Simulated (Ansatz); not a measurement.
Bond stretch in SiH (cation, charge +1), singlet.

- RHF/aug-cc-pVDZ (Ansatz, a quantum-chemistry and plane-wave program)
- RMP2 = MP2 on RHF/aug-cc-pVDZ, frozen core in Ansatz
- UHF/aug-cc-pVDZ (Ansatz)
- UCCSD = CCSD on UHF/aug-cc-pVDZ, frozen core in Ansatz
- UCCSD(T) = Ansatz with CCSD(T) on UHF/aug-cc-pVDZ, frozen core
- RKS-CAM-B3LYP = restricted CAM-B3LYP/aug-cc-pVDZ (Ansatz)
- UKS-CAM-B3LYP = unrestricted CAM-B3LYP/aug-cc-pVDZ in Ansatz
- RKS-B3LYP = Ansatz with restricted B3LYP/aug-cc-pVDZ
- UKS-B3LYP = Ansatz with unrestricted B3LYP/aug-cc-pVDZ
- RKS-PBE = restricted PBE/aug-cc-pVDZ (Ansatz)
- UKS-PBE = unrestricted PBE/aug-cc-pVDZ in Ansatz
- FCI = Ansatz with full CI/aug-cc-pVDZ, frozen core

All curves are set to zero at 1.52 Å and compared with full CI in the same basis at 1.52, 1.57, 1.63, 1.64, 1.80, 1.85, 2.03, 2.28, 2.53, 2.72, 3.06, 3.32, 3.77, 4.14, 4.54, 5.32, 6.07 Å.

### Question
Order the methods by the spread of their error (largest minus smallest) over these points.

### Answer
UCCSD(T) has the smallest spread and RHF the largest. In order (mEh): UCCSD(T) 4.44, UCCSD 6.74, UKS-PBE 7.54, UKS-B3LYP 7.81, UKS-CAM-B3LYP 9.91, UHF 40.07, RMP2 51.09, RKS-PBE 53.62, RKS-B3LYP 71.18, RKS-CAM-B3LYP 105.17, RHF 152.41.

Errors against full CI at some of the points (mEh):

```json
[
 {"method": "UCCSD(T)", "1.85 Å": "0.2", "2.28 Å": "1.4", "3.06 Å": "4.3", "3.77 Å": "0.9", "6.07 Å": "-0.1"},
 {"method": "UCCSD", "1.85 Å": "0.5", "2.28 Å": "3.3", "3.06 Å": "4.7", "3.77 Å": "0.5", "6.07 Å": "-0.6"},
 {"method": "UKS-PBE", "1.85 Å": "-3.6", "2.28 Å": "-2.8", "3.06 Å": "1.3", "3.77 Å": "-2.2", "6.07 Å": "-2.8"},
 {"method": "UKS-B3LYP", "1.85 Å": "-0.8", "2.28 Å": "3.1", "3.06 Å": "5.0", "3.77 Å": "2.7", "6.07 Å": "3.2"},
 {"method": "UKS-CAM-B3LYP", "1.85 Å": "0.7", "2.28 Å": "7.7", "3.06 Å": "5.1", "3.77 Å": "2.3", "6.07 Å": "2.3"},
 {"method": "UHF", "1.85 Å": "5.0", "2.28 Å": "6.5", "3.06 Å": "-21.3", "3.77 Å": "-29.1", "6.07 Å": "-30.5"},
 {"method": "RMP2", "1.85 Å": "2.8", "2.28 Å": "11.0", "3.06 Å": "36.2", "3.77 Å": "50.9", "6.07 Å": "0.6"},
 {"method": "RKS-PBE", "1.85 Å": "-3.6", "2.28 Å": "-2.8", "3.06 Å": "16.3", "3.77 Å": "35.3", "6.07 Å": "49.4"},
 {"method": "RKS-B3LYP", "1.85 Å": "-0.8", "2.28 Å": "3.1", "3.06 Å": "26.8", "3.77 Å": "49.5", "6.07 Å": "70.4"},
 {"method": "RKS-CAM-B3LYP", "1.85 Å": "0.7", "2.28 Å": "7.7", "3.06 Å": "39.3", "3.77 Å": "69.3", "6.07 Å": "105.1"},
 {"method": "RHF", "1.85 Å": "5.0", "2.28 Å": "18.6", "3.06 Å": "62.0", "3.77 Å": "101.3", "6.07 Å": "152.4"}
]
```

The restricted form behind RHF, RMP2, RKS-CAM-B3LYP, RKS-B3LYP, RKS-PBE keeps the bonding electrons paired and can't separate into open-shell fragments. The T1 diagnostic of CCSD on the restricted reference of RMP2 exceeds 0.045 at 3.06 to 6.07 Å. The unrestricted determinant behind UHF, UCCSD, UCCSD(T) is spin-contaminated at 1.23 to 1.63, 2.03 to 6.07 Å (<S²> up to 1.0, against 0.00 for a pure singlet). The unrestricted determinant behind UKS-CAM-B3LYP, UKS-B3LYP is spin-contaminated at 2.53 to 6.07 Å (<S²> up to 1.0, against 0.00 for a pure singlet). The unrestricted solution behind UKS-PBE changes between 2.72 and 3.06 Å, which can leave a kink. The unrestricted determinant behind UKS-PBE is spin-contaminated at 2.72 to 6.07 Å (<S²> up to 1.0, against 0.00 for a pure singlet).
